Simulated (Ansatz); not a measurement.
`C[Si](C)(C)C1C=CC=C1` and `CC1C=CC=C1` differ in one atom or group.

Ansatz, PBE0-D4/def2-TZVP geometries, multiplicity 1. Each molecule was computed in one conformer, which needn't be the lowest.

| property | `C[Si](C)(C)C1C=CC=C1` |
| --- | --- |
| HOMO–LUMO gap (PBE/def2-TZVPP) / eV | 4.04 |
| HOMO energy (PBE/def2-TZVPP) / eV | -5.20 |
| size of the dipole moment (B3LYP/def2-TZVPP) / D | 1.05 |
| HOMO energy (B3LYP/def2-TZVPP) / eV | -5.98 |
| HOMO–LUMO gap (B3LYP/def2-TZVPP) / eV | 5.51 |
| HOMO energy (PBE0/def2-TZVPP) / eV | -6.20 |

Give the same properties after the change, and the shifts. (An estimate is asked.)

Ansatz gave: 
| property | `CC1C=CC=C1` | shift |
| --- | --- | --- |
| HOMO–LUMO gap (PBE/def2-TZVPP) / eV | 3.81 | -0.23 |
| HOMO energy (PBE/def2-TZVPP) / eV | -5.30 | -0.10 |
| size of the dipole moment (B3LYP/def2-TZVPP) / D | 0.48 | -0.57 |
| HOMO energy (B3LYP/def2-TZVPP) / eV | -6.09 | -0.11 |
| HOMO–LUMO gap (B3LYP/def2-TZVPP) / eV | 5.32 | -0.19 |
| HOMO energy (PBE0/def2-TZVPP) / eV | -6.30 | -0.10 |

With PBE0 the HOMO falls by 0.10 eV and the LUMO falls by 0.29 eV, so the gap narrows by about 0.19 eV. PBE moves the HOMO by -0.10 eV and ωB97M-V by -0.12 eV. Dipoles are sizes alone; their direction can turn.

Positive LUMOs are unbound, so they and the gaps depend on the basis.

B3LYP here is the variant with VWN-RPA as its local correlation; programs differ in this.
